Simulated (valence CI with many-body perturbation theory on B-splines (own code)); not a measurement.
# Tb⁵⁹⁺: electric-dipole lines

Calculated by relativistic CI+MBPT: four valence electrons over a frozen Dirac-Fock core [He], radial functions for each j: 11 s, 11 p, 10 d, 8 f, 5 g, 2 h, with the one-electron correlation potential Σ1 (screened to all orders), the two-electron term Σ2, the three-electron term Σ3, Breit, model QED; selected single and double excitations, second order for the rest, scaled by the run's own slope (own B-spline code, finite nucleus).

The last digits are not significant, and no measured levels were compared; by estimate large intervals hold to a few tenths of a per cent, small ones and those within an open d or f shell to about a per cent. Among the levels kept, up to 930 cm⁻¹ of a level comes from second order outside the variational space, and about a tenth of that is noise between levels of different J, which matters for small intervals.

Lines 51 to 100 of 554 in falling wavelength, among levels below 82368 × 10³ cm⁻¹, chosen from the strongest by gf and those to the six lowest levels. Wavelengths and rates use the calculated energies. Electric multipoles are in the length gauge, E1 and E2 with the static RPA response of the core. Weak lines are less certain than strong ones. Lines between different terms over intervals too small for the method are left out, as are lines whose strength nearly cancels. The highest levels of a list are the least certain.

Levels are named by their leading jj configuration (3d3/2^4 stands for four electrons in 3d with j = 3/2), which in mixed levels can hold well under half, so a name can repeat and another be missing. Letters in brackets count levels of one name in rising energy.

```csv
λ vac (nm),Upper,Lower,A (s⁻¹),S (a.u.) with core polarisation,S without
4.202,(2s 2p1/2 2p3/2 3d3/2) J=2 [a],(2s 2p1/2 2p3/2 3p1/2) J=2 [a],1.05e+11,1.92e-02,1.92e-02
4.180,(2p1/2 2p3/2^2 3p3/2) J=2 [b],(2s 2p3/2^2 3p3/2) J=2 [a],1.02e+11,1.85e-02,1.85e-02
4.175,(2s 2p1/2 2p3/2^2) J=1 [a],(2s^2 2p3/2^2) J=2,2.07e+10,2.23e-03,2.23e-03
4.174,(2s 2p3/2^2 3p3/2) J=3 [a],(2s 2p3/2^2 3s) J=2 [a],1.07e+11,2.69e-02,2.69e-02
4.173,(2s 2p1/2^2 3p3/2) J=1,(2s 2p1/2^2 3s) J=0,2.44e+11,2.63e-02,2.63e-02
4.164,(2s 2p3/2^2 3p3/2) J=1 [b],(2s 2p3/2^2 3s) J=0,2.36e+11,2.53e-02,2.53e-02
4.164,(2s^2 2p3/2 3d3/2) J=2,(2s^2 2p3/2 3p1/2) J=2,1.21e+11,2.15e-02,2.15e-02
4.155,(2p1/2 2p3/2^2 3p3/2) J=3 [b],(2p1/2 2p3/2^2 3s) J=2 [b],1.16e+11,2.88e-02,2.88e-02
4.133,(2s 2p1/2^2 3d3/2) J=1,(2s 2p1/2^2 3p1/2) J=0,1.70e+11,1.77e-02,1.77e-02
4.132,(2s^2 2p3/2 3d3/2) J=2,(2s^2 2p3/2 3p1/2) J=1,1.27e+11,2.21e-02,2.21e-02
4.113,(2s 2p3/2^2 3d3/2) J=3 [a],(2s 2p3/2^2 3p1/2) J=3,1.69e+11,4.06e-02,4.06e-02
4.112,(2s 2p1/2 2p3/2 3d3/2) J=2 [c],(2s 2p1/2 2p3/2 3p1/2) J=1 [b],1.27e+11,2.17e-02,2.17e-02
4.110,(2s 2p3/2^2 3d3/2) J=2 [b],(2s 2p3/2^2 3p1/2) J=2 [b],1.09e+11,1.86e-02,1.86e-02
4.103,(2s 2p3/2^2 3d3/2) J=2 [a],(2s 2p3/2^2 3p1/2) J=2 [a],1.96e+11,3.33e-02,3.33e-02
4.100,(2s 2p3/2^2 3d3/2) J=4,(2s 2p3/2^2 3p1/2) J=3,2.49e+11,7.62e-02,7.62e-02
4.100,(2p1/2 2p3/2^2 3p3/2) J=2 [a],(2p1/2 2p3/2^2 3s) J=1 [a],1.30e+11,2.21e-02,2.21e-02
4.100,(2s 2p3/2^2 3p3/2) J=3 [b],(2s 2p3/2^2 3s) J=2 [b],4.04e+11,9.63e-02,9.63e-02
4.096,(2p1/2 2p3/2^2 3d3/2) J=2 [a],(2p1/2 2p3/2^2 3p1/2) J=2 [a],9.74e+10,1.65e-02,1.65e-02
4.093,(2p1/2^2 2p3/2 3d5/2) J=4,(2s 2p1/2 2p3/2 3d5/2) J=5,6.18e+10,1.88e-02,1.88e-02
4.092,(2s 2p1/2 2p3/2 3d3/2) J=1 [b],(2s 2p1/2 2p3/2 3p1/2) J=2 [b],2.85e+11,2.89e-02,2.89e-02
4.089,(2s 2p1/2^2 2p3/2) J=1,(2s^2 2p1/2 2p3/2) J=2,3.92e+10,3.97e-03,3.97e-03
4.081,(2s 2p3/2^2 3d3/2) J=2 [b],(2s 2p3/2^2 3p1/2) J=1 [a],1.31e+11,2.20e-02,2.20e-02
4.079,(2s^2 2p3/2 3p3/2) J=1,(2s^2 2p3/2 3s) J=1,3.13e+11,3.15e-02,3.15e-02
4.076,(2s 2p1/2 2p3/2 3d3/2) J=3 [c],(2s 2p1/2 2p3/2 3p1/2) J=2 [c],2.43e+11,5.68e-02,5.68e-02
4.076,(2s 2p3/2^2 3d3/2) J=3 [b],(2s 2p3/2^2 3p1/2) J=2 [b],2.43e+11,5.68e-02,5.68e-02
4.073,(2s 2p3/2^2 3d3/2) J=3 [a],(2s 2p3/2^2 3p1/2) J=2 [a],9.94e+10,2.32e-02,2.32e-02
4.070,(2s 2p1/2 2p3/2 3d3/2) J=3 [a],(2s 2p1/2 2p3/2 3p1/2) J=2 [a],2.30e+11,5.35e-02,5.35e-02
4.068,(2p1/2 2p3/2^2 3p3/2) J=3 [a],(2p1/2 2p3/2^2 3s) J=2 [a],3.71e+11,8.62e-02,8.63e-02
4.067,(2p1/2^2 2p3/2 3d3/2) J=2,(2p1/2^2 2p3/2 3p1/2) J=1,9.66e+10,1.60e-02,1.60e-02
4.066,(2s^2 2p3/2 3d3/2) J=3,(2s^2 2p3/2 3p1/2) J=2,2.59e+11,6.02e-02,6.02e-02
4.064,(2s 2p1/2 2p3/2 3d3/2) J=4,(2s 2p1/2 2p3/2 3p1/2) J=3,2.29e+11,6.83e-02,6.83e-02
4.064,(2s 2p1/2 2p3/2 3d3/2) J=2 [a],(2s 2p1/2 2p3/2 3p1/2) J=1 [a],1.27e+11,2.11e-02,2.11e-02
4.058,(2s 2p3/2^2 3p3/2) J=1 [a],(2s 2p3/2^2 3s) J=2 [a],3.92e+11,3.88e-02,3.89e-02
4.055,(2s^2 2p1/2 3d3/2) J=2,(2s^2 2p1/2 3p1/2) J=1,2.55e+11,4.20e-02,4.20e-02
4.055,(2s 2p3/2^2 3d3/2) J=1 [a],(2s 2p3/2^2 3p1/2) J=2 [a],3.09e+11,3.06e-02,3.06e-02
4.054,(2s 2p1/2 2p3/2 3p3/2) J=3 [c],(2s 2p1/2 2p3/2 3s) J=2 [c],3.25e+11,7.48e-02,7.48e-02
4.047,(2s 2p1/2^2 3d3/2) J=2,(2s 2p1/2^2 3p1/2) J=1,2.42e+11,3.96e-02,3.96e-02
4.039,(2s 2p1/2 2p3/2^2) J=2 [b],(2s^2 2p3/2^2) J=2,1.95e+10,3.17e-03,3.17e-03
4.037,(2p1/2^2 2p3/2 3p3/2) J=2,(2s 2p1/2 2p3/2 3p3/2) J=2 [c],1.12e+11,1.82e-02,1.82e-02
4.035,(2p1/2 2p3/2^2 3d3/2) J=4,(2p1/2 2p3/2^2 3p1/2) J=3,2.01e+11,5.86e-02,5.86e-02
4.035,(2s^2 2p3/2 3d5/2) J=3,(2s 2p1/2 2p3/2 3s) J=2 [a],1.85e+11,4.20e-02,4.20e-02
4.035,(2s 2p1/2 2p3/2 3d3/2) J=1 [a],(2s 2p1/2 2p3/2 3p1/2) J=1 [a],2.07e+11,2.02e-02,2.02e-02
4.032,(2p1/2 2p3/2^2 3p3/2) J=2 [a],(2p1/2 2p3/2^2 3s) J=2 [a],1.50e+11,2.42e-02,2.42e-02
4.022,(2s 2p1/2 2p3/2 3p3/2) J=2 [d],(2s 2p1/2 2p3/2 3s) J=1 [c],3.30e+11,5.30e-02,5.30e-02
4.019,(2p1/2 2p3/2^2 3d3/2) J=1 [a],(2p1/2 2p3/2^2 3p1/2) J=1 [a],1.85e+11,1.78e-02,1.78e-02
4.017,(2p1/2 2p3/2^2 3d3/2) J=3 [a],(2p1/2 2p3/2^2 3p1/2) J=2 [a],2.00e+11,4.49e-02,4.49e-02
4.016,(2s 2p3/2^2 3p3/2) J=4,(2s 2p3/2^2 3s) J=3,4.13e+11,1.19e-01,1.19e-01
4.005,(2p1/2^2 2p3/2 3d3/2) J=3,(2p1/2^2 2p3/2 3p1/2) J=2,1.94e+11,4.30e-02,4.30e-02
4.001,(2s^2 2p3/2 3p3/2) J=3,(2s^2 2p3/2 3s) J=2,4.20e+11,9.29e-02,9.29e-02
4.001,(2s 2p1/2 2p3/2 3p3/2) J=2 [c],(2s 2p1/2 2p3/2 3s) J=2 [b],2.06e+11,3.25e-02,3.25e-02
```
